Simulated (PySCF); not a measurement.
B3LYP has the VWN-RPA correlation part, as in Gaussian. Excitations are Tamm–Dancoff values on a coarser integration grid. The basis has no diffuse functions, so Rydberg states are missing or too high.

Cartesian coordinates (Å):
SMILES: BN
```xyz
6

B     -0.6848     0.0141    -0.0151
N      0.7022    -0.0145     0.0155
H     -1.2362     1.0219    -0.3364
H     -1.2909    -0.9698     0.2805
H      1.2328    -0.8293     0.2767
H      1.2770     0.7776    -0.2212
```
Charge 0, spin multiplicity 1.

**Question.** Give the dipole moment, LUMO, total energy, HOMO–LUMO gap and brightest of the four lowest singlets (TDA) at the level B3LYP-D3(BJ)/def2-TZVP (PySCF).

**Answer.** 
```json
{
 "dipole_moment": "1.97 D",
 "LUMO": "-0.02 eV",
 "total_energy": "-82.0853 Ha",
 "HOMO–LUMO gap": "8.40 eV",
 "brightest of the four lowest singlets (TDA)": "8.41 eV"
}
```
